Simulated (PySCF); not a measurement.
# A survey of ¹⁹F NMR shifts

Non-relativistic, no solvent, one computed conformer, one averaged value for each set of equivalent atoms. Shielding tensors at PBE0/pcSseg-1 (GIAO); geometry: GFN2-xTB; PySCF.

Shieldings were converted by a linear fit to measured shifts: ¹⁹F: δ = 146.13 − 0.903σ +14.6 on sp3 carbon (rms 6.0 ppm, 223 shifts, 7.0 ppm with the 5 outliers that the fit left out vs CFCl3, solution or neat liquid). A few per cent of atoms miss by over 2 rms, more outside the fitted compound classes.

Task: Give the ¹⁹F shifts of `C=C(C[SiH3])C(F)=C(F)F`.

Result: 
```tsv
compound	environment	δ (ppm)
[CH2:1]=[C:2]([CH2:3][SiH3:4])[C:5]([F:6])=[C:7]([F:8])[F:9]	F9: vinylic fluorine	-96.7
[CH2:1]=[C:2]([CH2:3][SiH3:4])[C:5]([F:6])=[C:7]([F:8])[F:9]	F8: vinylic fluorine	-109.1
[CH2:1]=[C:2]([CH2:3][SiH3:4])[C:5]([F:6])=[C:7]([F:8])[F:9]	F6: vinylic fluorine	-181.9
```

Task: Order these by ¹⁹F shift, lowest first.
A. C/C(=C\C=O)C(F)=C=O
B. C#CCn1cc(C(F)(F)F)nn1
C. F/C=C\C1=COC=CO1
D. Cc1coc(C(=O)F)c1
E. Oc1ccc(F)cc1O

Result: A (-269.6 ppm, vinylic fluorine), E (-120.7 ppm, aryl fluorine), C (-112.4 ppm, vinylic fluorine), B (-62.7 ppm, fluorine of a CF3 group), D (8.7 ppm, fluorine bonded to C).
